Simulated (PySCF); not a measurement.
C5H11AlO, SMILES C=C[CH2][Al]([O]C)[CH3], singlet at its GFN2-xTB optimised geometry (Å):

```
18

Al     0.4370    -0.0566     0.0000
C     -0.4416     1.7727     0.0000
C     -1.9032     1.6826    -0.2265
C     -2.8233     1.6763     0.7270
H      0.0307     2.3930    -0.7714
H     -0.2360     2.2507     0.9659
H     -2.2133     1.5962    -1.2616
H     -2.5558     1.7519     1.7689
H     -3.8743     1.5940     0.5084
C     -0.5740    -1.7772     0.0200
H     -0.3464    -2.3930    -0.8544
H     -1.6518    -1.6096     0.0312
H     -0.3275    -2.3844     0.8951
O      2.0896    -0.0566     0.0000
C      3.4860    -0.0723    -0.0036
H      3.8743     0.9465    -0.0749
H      3.8570    -0.5286     0.9174
H      3.8517    -0.6508    -0.8555
```

Method: PBE0/def2-SVP (PySCF).

Map of the LUMO amplitude (bohr^(-3/2)) on the plane z = 1.5 Å; orbital energy -0.04 eV, overall sign arbitrary:

```
|:::::::::::::::::::::::::::::|
|:::::::::::::::::::::::::::::|
|:::::::::::::::::::::::::::::|
|:::::::::::::::::::::::::::::|
|:::::::::::::::::::::::::::::|
|::::::::::::....:::::::::::::|
|:::::............::::::::::::|
|::::.........  ..::::::::::::|
|::::...  ...   .:::::::::::::|
|:::::..  ....  .:---:::::::::|
|:::::::::::::::--=---::::::::|
|::::::--=----=++++=--::::::::|
|:::::--===-=+*###*=--::::::::|
|:::::---====*#%@%*+--::::::::|
|::::::----=+*%@@%#+--:---::::|
|:::::::---==*#%@%*+-------:::|
|:::::::::--=+*###*+=------:::|
|::::::::::--==++++=------::::|
|::::::::::::::-====-----:::::|
|::::::::::::...:-----::::::::|
|:::::::::::..  .:::::::::::::|
|:::::::::::.. ..:::::::::::::|
|:::::::::::.....:::::::::::::|
|::::::::::::...::::::::::::::|
|:::::::::::::::::::::::::::::|
|:::::::::::::::::::::::::::::|
|:::::::::::::::::::::::::::::|
|:::::::::::::::::::::::::::::|
|:::::::::::::::::::::::::::::|
```
Scale: ten equal steps from -0.031 (start of ' ') to 0.098 (end of '@'), in the order ' .:-=+*#%@'; x runs from -6.00 to 6.00, y from -6.00 (bottom) to 6.00 (top).
